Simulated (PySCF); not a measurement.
4-chloro-alpha-methylstyrene, C9H9Cl

Geometry:
| atom | x (Å) | y (Å) | z (Å) |
| --- | --- | --- | --- |
| C1 | -1.437 | -1.262 | 0.495 |
| C2 | -0.854 | -0.156 | 0.008 |
| C3 | -1.643 | 0.839 | -0.795 |
| C4 | 0.578 | 0.143 | 0.251 |
| C5 | 1.062 | 1.460 | 0.209 |
| C6 | 2.400 | 1.755 | 0.454 |
| C7 | 3.288 | 0.721 | 0.735 |
| Cl8 | 4.957 | 1.075 | 1.034 |
| C9 | 2.844 | -0.601 | 0.765 |
| C10 | 1.506 | -0.877 | 0.521 |
| H11 | -0.900 | -1.976 | 1.124 |
| H12 | -2.489 | -1.478 | 0.291 |
| H13 | -1.760 | 1.791 | -0.252 |
| H14 | -1.144 | 1.073 | -1.748 |
| H15 | -2.650 | 0.459 | -1.011 |
| H16 | 0.380 | 2.284 | -0.006 |
| H17 | 2.758 | 2.786 | 0.427 |
| H18 | 3.554 | -1.405 | 0.967 |
| H19 | 1.176 | -1.918 | 0.517 |

Method: PySCF, quadratic response CAM-B3LYP/aug-cc-pVDZ first hyperpolarisability, Taylor convention, gas phase. Geometry: PBE0-D3(BJ)/def2-SVP.

Task: Give the tensor of the second harmonic β(−2ω;ω,ω) at 1907 nm in the axes of these coordinates.

Result: In au, Taylor convention; rows are the first index (the induced dipole):
```tsv
	xx	yy	zz	xy	xz	yz
x	+296.1	+41.2	+27.7	+90.2	+21.4	+17.5
y	+89.4	+39.4	+12.0	+40.2	+16.8	+14.0
z	+21.8	+13.8	-1.3	+17.2	+26.6	+11.3
```
Norm of βᵢ = ⅓ Σⱼ (βᵢⱼⱼ + βⱼᵢⱼ + βⱼⱼᵢ): 391.4 au, hyper-Rayleigh value 153.6 au.
